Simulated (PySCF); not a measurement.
# Spinor energies of Tc(27+) (technetium, charge +27)

Start: [Ne] 3s2 3p4; 3p1/2 filled at m_j = -1/2, +1/2; 3p3/2 filled at m_j = +1/2, +3/2. Calculated with PySCF 2.14 in an even-tempered Gaussian basis (19 s from 4 bohr⁻², ratio 2.4; 14 p from 5.2 bohr⁻², ratio 2.4; 5 d from 21 bohr⁻², ratio 2.6; 4 f from 32 bohr⁻², ratio 2.6): generalised Hartree-Fock with the X2C-1e Hamiltonian and a Gaussian nucleus; one run each with spin-orbit coupling (SO) switched off, then screened by Boettger's factors.

```
spinor shell  electrons  ε, spin-free (eV)  ε, screened SO (eV)  weight of nominal j (screened SO)  rms radius, screened SO (bohr)
       1s1/2          2           -22458.9             -22456.7                              1.000                          0.0394
       2s1/2          2            -4351.5              -4350.5                              1.000                           0.160
       2p1/2          2            -4026.8              -4111.7                              1.000                           0.139
       2p3/2          4            -4026.8              -3985.9                              1.000                           0.143
       3s1/2          2            -1593.3              -1592.9                              1.000                           0.394
       3p1/2          2            -1491.5              -1507.6                              0.967                           0.382
       3p3/2          2            -1491.5              -1482.8                              0.974                           0.389
```

```json
{"quantity": "E (hartree)", "spin-free": "-3778.85175", "screened SO": "-3779.97429"}
{"quantity": "M_J", "spin-free": "2", "screened SO": "2"}
{"quantity": "⟨J²⟩", "spin-free": "6.001", "screened SO": "6.003"}
{"quantity": "⟨L²⟩", "spin-free": "2.001", "screened SO": "2.899"}
{"quantity": "⟨S²⟩", "spin-free": "2.000", "screened SO": "1.558"}
```

Each row is a mean over spinors that exchange with the open shell spreads, by up to 22.675 eV (3s1/2).

Breit and QED terms are absent; they matter most for the inner s and p1/2 levels.

Densities and radii are taken from the X2C orbitals without a picture-change correction, which distorts them close to the nucleus.

Without spin-orbit coupling the j labels of p, d and f shells carry no meaning; the spin-free column gives the mean over the occupied spinors of each nl shell.
